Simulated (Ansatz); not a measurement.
Isolated molecules relaxed with PBE0-D4/def2-TZVP in Ansatz; ΔE leaves out vibrations. CCSD(T)/CBS adds triple-zeta CCSD(T) − MP2 to the extrapolated MP2 energy (def2 sets, frozen cores). Functionals use def2-TZVPP. No spin–orbit coupling; open shells (•) take unrestricted orbitals. Elements past krypton have def2 core potentials. For Sn outer-core shells are correlated without core-valence functions, which leaves a few kJ/mol of doubt a bond. Each species was taken in one conformer, which may not be the lowest.

`[CH3][SnH][SH]`• → `C[S][SnH2]`•  (isomerisation)

```tsv
level	ΔE (eV)
r2SCAN-D4	0.46
B2PLYP	0.48
```

(1) What does CCSD(T)/CBS give? (Best estimate.)

(2) What do rigid-rotor, harmonic-oscillator terms from PBE0-D4/def2-TZVP frequencies (298.15 K, 1 bar) make of the CCSD(T)/CBS value? (Estimate.)

Largest T1 diagnostic among the species: 0.016.

Results:

(1) Computed: +0.51 eV. The listed levels differ from it by -0.05, -0.03 eV.

(2) Computed: ΔZPE = 0.00 eV, ΔH = +0.51 eV, ΔS = -6 J/(mol·K), ΔG = +0.53 eV. Open shells count their whole term as degenerate.

At CCSD(T), def2-SVP lies −0.09 eV from the extrapolated value and def2-TZVPP −0.01 eV. Leaving LDA and LC-ωPBE aside and taking each functional with its dispersion term where it has one, the values, not all of them listed here, spread over 0.09 eV, from B97M-V to B2PLYP. LDA lies −0.05 eV from PBE without D4. In def2-TZVPP, CCSD(T) changes the Hartree–Fock value by +0.05 eV (the triples alone add −0.00 eV) and MP2 by +0.09 eV.
